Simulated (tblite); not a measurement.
C₄H₃ClO₂Si.
Atom-mapped SMILES: `[O:1]=[C:2]1[CH:3]=[C:4]([Cl:5])[C:6](=[O:7])[SiH2:8]1` (hydrogens: H9 on C3; H10, H11 on Si8)

Computed with GFN2-xTB (tblite), gas phase: L-BFGS steps from a force-field or distance-geometry start until the largest atomic force falls under 0.01 eV/Å.

Step 6: E = -664.7731 eV
```
atom  x, y, z in Å  |  force x, y, z in eV/Å
O1     -0.7537    2.4643   -0.3852    0.060   0.193  -0.009
C2     -0.3950    1.3198   -0.2406    0.122  -0.225   0.032
C3      1.0049    0.9144   -0.0008   -0.109  -0.361   0.059
C4      1.2390   -0.3922    0.2642   -0.195   0.345  -0.110
Cl5     2.8024   -0.9997    0.5520    0.040  -0.139   0.031
C6      0.0597   -1.3118    0.2806    0.009  -0.117   0.070
O7      0.1014   -2.4771    0.5973    0.135   0.281  -0.059
Si8    -1.4801   -0.2703   -0.2488    0.048  -0.044   0.024
H9      1.7954    1.6441   -0.0383    0.047   0.116  -0.005
H10    -2.4925   -0.2574    0.7985   -0.069  -0.041  -0.080
H11    -1.8762   -0.6314   -1.6049   -0.087  -0.009   0.047
```

Step 7: E = -664.7774 eV
```
atom  x, y, z in Å  |  force x, y, z in eV/Å
O1     -0.7450    2.4682   -0.3843    0.124  -0.201   0.031
C2     -0.3914    1.3160   -0.2398   -0.040   0.193  -0.025
C3      1.0066    0.9145   -0.0007   -0.072  -0.209   0.035
C4      1.2360   -0.3891    0.2647   -0.067   0.189  -0.084
Cl5     2.7998   -1.0040    0.5520    0.001  -0.115   0.027
C6      0.0592   -1.3144    0.2807   -0.020   0.259  -0.019
O7      0.1129   -2.4736    0.5986    0.096  -0.074   0.023
Si8    -1.4859   -0.2713   -0.2497    0.076  -0.052   0.033
H9      1.7963    1.6498   -0.0387   -0.026   0.031   0.002
H10    -2.5014   -0.2595    0.8008   -0.007  -0.036  -0.140
H11    -1.8818   -0.6340   -1.6097   -0.065   0.014   0.118
```

**Question.** Estimate the geometry and energy of step 8. (The exact step hangs on the optimiser's Hessian estimate; all steps are aligned on step 7, rigid shifts and turns removed.)

**Answer.** E = -664.7800 eV, largest force 0.151 eV/Å
```
atom  x, y, z in Å  |  force x, y, z in eV/Å
O1     -0.7402    2.4673   -0.3836    0.051  -0.026   0.006
C2     -0.3906    1.3167   -0.2398   -0.027   0.021  -0.007
C3      1.0066    0.9133   -0.0004   -0.030  -0.001   0.001
C4      1.2341   -0.3867    0.2640    0.027   0.006  -0.040
Cl5     2.7988   -1.0071    0.5524   -0.041  -0.091   0.018
C6      0.0589   -1.3121    0.2807    0.011   0.096   0.024
O7      0.1184   -2.4728    0.5992    0.060   0.057  -0.017
Si8    -1.4869   -0.2723   -0.2495    0.061  -0.028   0.027
H9      1.7958    1.6519   -0.0388   -0.063  -0.016   0.005
H10    -2.5047   -0.2609    0.7997    0.006  -0.035  -0.147
H11    -1.8848   -0.6348   -1.6098   -0.056   0.017   0.129
```

The energy changes by -0.0026 eV. The first-order estimate −F·Δx gives -0.0037 eV and the mean of the old and new forces, exact on a quadratic surface, -0.0026 eV. The step makes an angle of 54° with the force vector and moves no atom by more than 0.006 Å.

What follows is the cost of the whole relaxation. On Arm Neoverse N1, one thread, shared host with 64 logical CPUs at a one-minute load of 60, this took 0.27 s.
